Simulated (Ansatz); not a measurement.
Basis-set series for C6H14AlCl (`C[CH](C)[Al]([Cl])[CH](C)C`). Total charge 0; spin multiplicity 1. All single points use the PBE0-D4/def2-TZVP geometry. It is one conformer, not always the lowest.

```xyz
22

C    -1.649   -2.278   -1.235
C    -0.588   -1.189   -1.111
C    -0.736   -0.137   -2.214
Al   -0.498   -0.333    0.655
Cl   -1.686   -1.125    2.217
C     0.638    1.222    1.045
C     0.675    1.629    2.515
C     2.050    1.013    0.488
H    -2.657   -1.870   -1.109
H    -1.528   -3.062   -0.484
H    -1.615   -2.753   -2.223
H     0.399   -1.661   -1.241
H    -0.676   -0.595   -3.208
H    -1.705    0.370   -2.159
H     0.038    0.635   -2.167
H     0.183    2.048    0.475
H     1.114    0.843    3.136
H    -0.322    1.829    2.914
H     1.280    2.532    2.661
H     2.659    1.917    0.604
H     2.575    0.210    1.017
H     2.049    0.756   -0.575
```

```tsv
functional	basis	functions	energy (Eh)	HOMO (eV)	LUMO (eV)
PBE0-D4	def2-TZVPP	466	-939.33959	-6.92	-0.78
PBE0-D4	def2-QZVPP	902	-939.37418	-6.93	-0.83
ωB97M-V	def2-TZVPP	466	-939.70579	-9.08	0.78
ωB97M-V	def2-QZVPP	902	-939.73931	-9.10	0.57
```

Q: Give the rows for def2-SVP. (An estimate is asked.)

A: Computed: 
| functional | basis | functions | energy (Eh) | HOMO (eV) | LUMO (eV) |
| --- | --- | --- | --- | --- | --- |
| PBE0-D4 | def2-SVP | 190 | -938.84271 | -6.89 | -0.68 |
| ωB97M-V | def2-SVP | 190 | -939.19431 | -9.05 | 0.99 |

Positive LUMOs are unbound and depend on the basis.
